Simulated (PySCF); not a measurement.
A GIAO shielding run with PySCF 2.14.0 with density-fitted response routines (density fitting, non-relativistic, gas phase) on SMILES C=C(SC)[C@@H]1[SiH2][C@@H]1OC, C6H12OSSi:

```
$ OMP_NUM_THREADS=1 python probes_run.py task.json out

{"job": {"kind": "nmr", "xc": "PBE0", "basis": "pcSseg-1"}, "charge": 0, "multiplicity": 1}
C      1.361610     1.598260    -1.457407
C      0.645292     0.827265    -0.643745
S      1.099632    -0.842211    -0.258162
C      2.896107    -0.831213    -0.566203
C     -0.548351     1.310182     0.057193
Si    -0.815002     0.854642     1.891505
C     -1.715242     0.346979     0.301483
O     -1.564218    -0.920133    -0.257063
C     -2.242354    -1.930948     0.437207
H      1.070433     2.619242    -1.637849
H      2.240323     1.257296    -1.972278
H      3.336498     0.064187    -0.139464
H      3.287059    -1.714034    -0.070515
H      3.098710    -0.892479    -1.631239
H     -0.852629     2.294361    -0.285195
H     -1.477029     1.869333     2.691268
H      0.116051    -0.060130     2.509900
H     -2.699917     0.776219     0.096718
H     -1.907783    -1.982306     1.481554
H     -2.011816    -2.865878    -0.068924
H     -3.326296    -1.761690     0.423266
```

Hardware: 1 thread of an Intel Xeon, shared host. The job also computes population analyses, field gradients, ring-centre shieldings.

Problem. How large is the calculation?

Solution. 86 electrons, 227 basis functions and 1221 auxiliary functions.

Problem. How long does it take, and how much memory does it need?

Solution. 2.8 min of wall time, with 14 SCF cycles and 5 response iterations; peak memory 1.1 GiB. Times on a shared host scatter by some tens of per cent.
